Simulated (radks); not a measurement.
Pr10+, 49 electrons, occupied as [Kr] 4d10 5s2 5p1 (the NIST ground configuration). Calculated with a radial shooting solver on a logarithmic mesh with Libxc functionals: Dirac Kohn-Sham, LB94 model potential, spin-unpolarised, spherical densities, finite nucleus; open shells fill j = l - 1/2 first; Fermi nuclear charge, rms radius 4.8919 fm. Some entries of the table are withheld. Estimate them.

orbital,occ.,eigenvalue (eV),<r> (bohr),<1/r> (bohr^-1)
1s1/2,2,-42127.10,0.02406,64.75
2s1/2,2,-6940.326,0.1024,15.30
2p1/2,2,(1),0.08582,15.31
2p3/2,4,(2),0.09214,13.80
3s1/2,2,(3),0.2715,5.523
3p1/2,2,-1491.718,0.2611,5.447
3p3/2,4,-1395.582,0.2733,5.073
3d3/2,4,-1120.476,(4),4.947
3d5/2,6,-1099.671,(5),4.853
4s1/2,2,-465.0297,0.6158,2.317
4p1/2,2,-406.2019,0.6305,(6)
4p3/2,4,-384.7614,0.6569,(7)
4d3/2,4,-287.2018,0.6947,1.907
4d5/2,6,-283.2591,0.7034,1.877
5s1/2,2,-186.5374,1.283,1.066
5p1/2,1,-166.0717,(8),1.001
5p3/2,0,-160.6828,(9),0.9605

Answer. 
(1) 2p1/2 eigenvalue (eV): -6576.438
(2) 2p3/2 eigenvalue (eV): -6089.571
(3) 3s1/2 eigenvalue (eV): -1648.386
(4) 3d3/2 <r> (bohr): 0.2444
(5) 3d5/2 <r> (bohr): 0.2483
(6) 4p1/2 <1/r> (bohr^-1): 2.223
(7) 4p3/2 <1/r> (bohr^-1): 2.097
(8) 5p1/2 <r> (bohr): 1.358
(9) 5p3/2 <r> (bohr): 1.403
